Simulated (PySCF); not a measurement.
Compound: C5H5OS (charge -1).
SMILES with atom numbers: `[CH3:1][c:2]1[cH:3][o:4][c:5]([S-:6])[cH:7]1` (hydrogens: H8, H9, H10 on C1; H11 on C3; H12 on C7)

The geometry is computed with GFN2-xTB (gas phase).

Task: List the bond lengths and angles at this level.

Result: 
```json
{"bond": "C1–C2", "length (Å)": "1.495", "order": "single"}
{"bond": "C2–C3", "length (Å)": "1.362", "order": "aromatic"}
{"bond": "C3–O4", "length (Å)": "1.363", "order": "aromatic"}
{"bond": "O4–C5", "length (Å)": "1.369", "order": "aromatic"}
{"bond": "C5–S6", "length (Å)": "1.686", "order": "single"}
{"bond": "C5–C7", "length (Å)": "1.382", "order": "aromatic"}
{"bond": "C2–C7", "length (Å)": "1.414", "order": "aromatic"}
{"bond": "C1–H8, C1–H9, C1–H10", "length (Å)": "1.091", "order": "single"}
{"bond": "C3–H11", "length (Å)": "1.075", "order": "single"}
{"bond": "C7–H12", "length (Å)": "1.073", "order": "single"}
```

Bonds in one row agree within 0.01 Å and their mean is given. Orders are formal, as drawn. A selection of angles:
```json
{"angle": "C2–C1–H8", "degrees": "110.5"}
{"angle": "C2–C1–H9", "degrees": "110.7"}
{"angle": "H8–C1–H9", "degrees": "108.5"}
{"angle": "H9–C1–H10", "degrees": "107.7"}
{"angle": "C1–C2–C3", "degrees": "127.0"}
{"angle": "C1–C2–C7", "degrees": "126.8"}
{"angle": "C3–C2–C7", "degrees": "106.1"}
{"angle": "C2–C3–O4", "degrees": "110.8"}
{"angle": "C2–C3–H11", "degrees": "132.3"}
{"angle": "O4–C3–H11", "degrees": "116.9"}
{"angle": "C3–O4–C5", "degrees": "107.1"}
{"angle": "O4–C5–S6", "degrees": "120.3"}
{"angle": "O4–C5–C7", "degrees": "109.0"}
{"angle": "S6–C5–C7", "degrees": "130.7"}
{"angle": "C5–C7–H12", "degrees": "125.7"}
{"angle": "C2–C7–C5", "degrees": "107.0"}
{"angle": "C2–C7–H12", "degrees": "127.3"}
```

C7 (aromatic CH carbon) is planar (angles 127.3°, 125.7° and 107.0°, sum 360.0°, 0.00 Å off the plane of its three neighbours). C3 (aromatic CH next to a ring oxygen) is planar (angles 132.3°, 116.9° and 110.8°, sum 360.0°, 0.00 Å off the plane of its three neighbours). C2 (substituted aromatic carbon) is planar (angles 127.0°, 126.8° and 106.1°, sum 360.0°, 0.00 Å off the plane of its three neighbours). The 5-membered ring C2–C3–O4–C5–C7 has internal angles of 106.1° to 110.8°; it is planar, 0.00 Å rms from its mean plane, widest ring torsion 0°. O4 (furan-type oxygen) is bent (angle 107.1°). The 4 C–C bonds span 1.362 Å (C2–C3, aromatic) to 1.495 Å (C1–C2, drawn single), a spread of 0.133 Å. C5 (substituted aromatic carbon) is planar (angles 130.7°, 120.3° and 109.0°, sum 360.0°, 0.00 Å off the plane of its three neighbours).

Point group: near Cs, missed by 0.11 Å at most; the miss may be what the optimiser left on a soft mode. No GFN2-xTB frequencies stand behind this structure, so it isn't proved a minimum.
